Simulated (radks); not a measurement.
Results of a calculation; reference values are marked as such.
Problem. Radial electron density D(r) = 4 pi r^2 rho(r) of an atom or ion with 55 electrons. Code: a radial shooting solver on a logarithmic mesh with Libxc functionals. Model: scalar-relativistic Kohn-Sham, r2SCAN, spin-polarised, spherical densities, finite nucleus; meta-GGA in the generalised Kohn-Sham scheme; Fermi nuclear charge, rms radius of each element as measured or else 0.836 A^(1/3) + 0.57 fm.

r (bohr)  D(r) (e/bohr)  spin D(r)
0.001777          7.642   0.000445
0.00239           12.13   0.000703
0.003213          18.77    0.00108
0.004319          28.09    0.00161
0.005807          40.20    0.00230
0.007808          54.20    0.00311
0.0105            67.60    0.00401
0.01411           76.39    0.00508
0.01898           77.16    0.00692
0.02551           71.46     0.0110
0.0343            68.69     0.0191
0.04611           79.27     0.0291
0.062             97.72     0.0299
0.08336           100.5     0.0110
0.1121            82.38   -0.00214
0.1507            76.67     0.0489
0.2026            88.81      0.148
0.2724            71.14      0.259
0.3662            36.76      0.589
0.4884            35.14       1.08
0.6566            35.71       1.15
0.8828            18.98      0.999
1.187             10.08      0.989
1.596             6.796      0.634
2.146             2.597      0.313
2.885            0.5950      0.277
3.878            0.1487      0.135
5.214           0.01827     0.0182
7.01          0.0004974   0.000497

What is the nuclear charge?

Solution. Z = 59. The innermost maximum, from 1s, lies near gamma/Z bohr with gamma = sqrt(1 - (Z/c)^2) = 0.903, here 0.0153 bohr (found: 0.0168), and its height grows with Z. The density is that of the praseodymium ion Pr4+ in [Kr] 4d10 4f1 5s2 5p5.5 6s0.5; the configuration itself is not fixed sharply by these data, and Z only to a few units. D(r) has 4 maxima, at r = 0.0168, 0.0745, 0.209, 0.578 bohr, and minima at 0.0322, 0.138, 0.423 bohr, inside which lie 1.95, 11.18, 29.02 electrons.
